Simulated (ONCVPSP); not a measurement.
**Configuration tests for cadmium (Cd) (ONCV)**

Cd (Z = 48), optimised norm-conserving Vanderbilt (ONCV), made with ONCVPSP 4.0.1 (PBE, scalar-relativistic). Core [Ar] 3d10, reference 4s2 4p6 4d10 5s1 5p1. Waves: 4s+5s: rc 1.55 bohr, ncon 3, nbas 7, qcut 7.2 1/bohr, 2 projectors; 4p+5p: rc 1.85 bohr, ncon 5, nbas 10, qcut 6.1 1/bohr, 2 projectors; 4d: rc 1.55 bohr, ncon 4, nbas 9, qcut 11.8 1/bohr, local. Local part: the d channel. Core correction: Teter function, fcfact 5.75, rcfact 1.05.

Energies are relative to the spin-unpolarised reference configuration 4s2 4p6 4d10 5s1 5p1; without spin polarisation the order of configurations can differ from experiment. Not all tests gave a result: 1 of 4 tests not solved or not reliable.

```
valence configuration  charge  ΔE all-electron (eV)  error AE − PS (meV)
 4s2 4p6 4d10 5s2 5p0       0                -4.666                 -0.3
 4s2 4p6 4d10 5s1 5p0      +1                 4.607                 -1.0
 4s2 4p6 4d10 5s0 5p0      +2                21.733                 -5.8
```

Note: no bound ghost flagged; GHOST(+) flagged for p at 116.1 eV.
